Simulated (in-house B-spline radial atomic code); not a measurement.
## Ionising Tc+ with different functionals

Computed with a radial B-spline atomic code at the basis-set limit: non-relativistic Hamiltonian, point nucleus, spin-polarised at highest spin, spherical fractional occupations for the functionals, the average over the highest-spin determinants for Hartree-Fock. The ionisation energy is the difference of two self-consistent energies, [Kr] 4d5 5s1 → [Kr] 4d5, without Breit or QED terms; ε is the level of the shell that loses the electron (its least bound occupied spin orbital). There is no spin-orbit coupling in this Hamiltonian.

```json
{"method": "Hartree-Fock", "rung": "Hartree-Fock", "ΔSCF (eV)": "13.71", "-ε(5s) (eV)": "13.88"}
{"method": "HF fractional", "rung": "Hartree-Fock", "ΔSCF (eV)": "13.71", "-ε(5s) (eV)": "13.88"}
{"method": "LDA VWN5", "rung": "LDA", "ΔSCF (eV)": "15.31", "-ε(5s) (eV)": "11.95"}
{"method": "LDA PW92", "rung": "LDA", "ΔSCF (eV)": "15.31", "-ε(5s) (eV)": "11.95"}
{"method": "LDA exchange-only", "rung": "LDA", "ΔSCF (eV)": "14.74", "-ε(5s) (eV)": "11.39"}
{"method": "PBE", "rung": "GGA", "ΔSCF (eV)": "15.03", "-ε(5s) (eV)": "11.68"}
{"method": "PBEsol", "rung": "GGA", "ΔSCF (eV)": "15.04", "-ε(5s) (eV)": "11.73"}
{"method": "BLYP", "rung": "GGA", "ΔSCF (eV)": "14.88", "-ε(5s) (eV)": "11.49"}
{"method": "RPBE", "rung": "GGA", "ΔSCF (eV)": "14.91", "-ε(5s) (eV)": "11.58"}
{"method": "PW91", "rung": "GGA", "ΔSCF (eV)": "15.11", "-ε(5s) (eV)": "11.76"}
{"method": "BP86", "rung": "GGA", "ΔSCF (eV)": "15.13", "-ε(5s) (eV)": "11.84"}
{"method": "AM05", "rung": "GGA", "ΔSCF (eV)": "15.04", "-ε(5s) (eV)": "11.74"}
{"method": "OLYP", "rung": "GGA", "ΔSCF (eV)": "14.57", "-ε(5s) (eV)": "11.28"}
{"method": "TPSS", "rung": "meta-GGA", "ΔSCF (eV)": "14.76", "-ε(5s) (eV)": "11.54"}
{"method": "SCAN", "rung": "meta-GGA", "ΔSCF (eV)": "15.09", "-ε(5s) (eV)": "12.14"}
{"method": "r2SCAN", "rung": "meta-GGA", "ΔSCF (eV)": "14.91", "-ε(5s) (eV)": "11.92"}
{"method": "M06-L", "rung": "meta-GGA", "ΔSCF (eV)": "14.07", "-ε(5s) (eV)": "11.30"}
{"method": "revTPSS", "rung": "meta-GGA", "ΔSCF (eV)": "14.71", "-ε(5s) (eV)": "11.53"}
{"method": "PBE0", "rung": "global hybrid", "ΔSCF (eV)": "14.76", "-ε(5s) (eV)": "12.32"}
{"method": "B3LYP", "rung": "global hybrid", "ΔSCF (eV)": "14.83", "-ε(5s) (eV)": "12.18"}
{"method": "TPSSh", "rung": "global hybrid", "ΔSCF (eV)": "14.66", "-ε(5s) (eV)": "11.80"}
{"method": "M06-2X", "rung": "global hybrid", "ΔSCF (eV)": "14.43", "-ε(5s) (eV)": "12.99"}
{"method": "BHandHLYP", "rung": "global hybrid", "ΔSCF (eV)": "14.36", "-ε(5s) (eV)": "12.76"}
{"method": "r2SCAN0", "rung": "global hybrid", "ΔSCF (eV)": "14.73", "-ε(5s) (eV)": "12.56"}
{"method": "B97-1", "rung": "global hybrid", "ΔSCF (eV)": "14.46", "-ε(5s) (eV)": "11.95"}
{"method": "HSE06", "rung": "range-separated hybrid", "ΔSCF (eV)": "14.79", "-ε(5s) (eV)": "11.96"}
{"method": "wB97X", "rung": "range-separated hybrid", "ΔSCF (eV)": "14.07", "-ε(5s) (eV)": "13.83"}
{"method": "CAM-B3LYP", "rung": "range-separated hybrid", "ΔSCF (eV)": "14.66", "-ε(5s) (eV)": "13.34"}
{"method": "LC-wPBE", "rung": "range-separated hybrid", "ΔSCF (eV)": "14.41", "-ε(5s) (eV)": "14.34"}
```

Q: Among the functionals, which spreads more, the ΔSCF values or the orbital energies?

A: The orbital energies: ΔSCF values span about 1.25 eV and the orbital energies 3.06 eV.

Q: How do they compare with the NIST value?

A: NIST lists 15.260 eV (semi-empirical, ground level to ground level). Errors run from -1.55 to +0.05 eV; LDA PW92 is closest (+0.05 eV), but part of that can be cancellation, since the calculations leave out relativity, Breit-QED terms, multiplet and fine-structure energies. Hartree-Fock also lacks correlation.
